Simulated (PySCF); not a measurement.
Excitations are Tamm–Dancoff values on a coarser integration grid. The basis has no diffuse functions, so Rydberg states are missing or too high.

Cartesian coordinates (Å):
```xyz
18

B      0.2809     2.4320    -0.8459
C     -0.1150     1.0391    -0.3149
C     -1.4532     0.7930     0.0310
C     -1.8899    -0.4581     0.5244
C     -3.2653    -0.6543     0.8624
N     -4.3875    -0.8099     1.1372
C     -0.9749    -1.5136     0.6851
C      0.3587    -1.2911     0.3477
S      1.6565    -2.4495     0.4657
C      2.7861    -1.2828    -0.1375
C      2.2217    -0.0677    -0.4197
C      0.8160    -0.0352    -0.1509
H     -0.5705     3.2812    -0.9539
H      1.4184     2.6929    -1.1539
H     -2.1880     1.5942    -0.0833
H     -1.3135    -2.4802     1.0662
H      3.8324    -1.5698    -0.2524
H      2.7872     0.7800    -0.8074
```
Charge 0, spin multiplicity 1.

Question: What is the computed HOMO, dipole moment, T1 excitation (TDA), total energy and LUMO (PySCF with PBE-D3(BJ)/def2-TZVP // r2SCAN-D4/def2-SVP)?

Answer: 
| Property | Result |
|---|---|
| HOMO | -6.25 eV |
| dipole moment | 5.08 D |
| T1 excitation (TDA) | 2.48 eV |
| total energy | -823.8125 Ha |
| LUMO | -3.56 eV |
